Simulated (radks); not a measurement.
Spherical quantum dot in the effective-mass picture: electrons in a hard-walled sphere of radius 1.41, all in effective atomic units (hartree* = m*/eps^2 hartree, bohr* = eps/m* bohr), one dielectric constant everywhere. Method: non-relativistic Kohn-Sham, PBE, spin-polarised, spherical densities; computed with a radial shooting solver with Libxc functionals. Levels are named by radial order and angular momentum (1s, 1p, 1d, 2s, ...), and open shells are averaged over m. Results are scaled to m* = 0.248 and eps = 9.8, for which hartree* = 70.27 meV and bohr* = 2.091 nm.

N = 4, configuration 1s2 1p(up 2, down 0). This is the lowest configuration that the search found. Occupied and some empty levels:

level,occupation,eigenvalue (meV),<r> (nm)
1s up,1,428.63,1.555
1s down,1,444.69,1.541
1p up,2,591.94,1.787
1p down,0,611.10,1.784
1d up,0,810.89,1.934
1d down,0,830.93,1.934
2s up,0,958.92,1.444
2s down,0,967.83,1.450
1f up,0,1079.6,2.038
1f down,0,1099.6,2.040

Energy (meV): total 1489.68, kinetic 1070.7, external 0, Hartree 630.96, exchange-correlation -211.96.

Electron density:

r (nm),n(r) (e/nm^3)
0.143,0.09236
0.291,0.09419
0.439,0.09695
0.586,0.1002
0.733,0.1034
0.881,0.1058
1.03,0.1068
1.18,0.1058
1.32,0.1023
1.47,0.09596
1.62,0.08689
1.77,0.07541
1.91,0.06219
2.06,0.04818
2.21,0.03449
2.35,0.02236
2.50,0.01240
2.65,0.005316
2.80,0.001290
2.95,1.937e-06
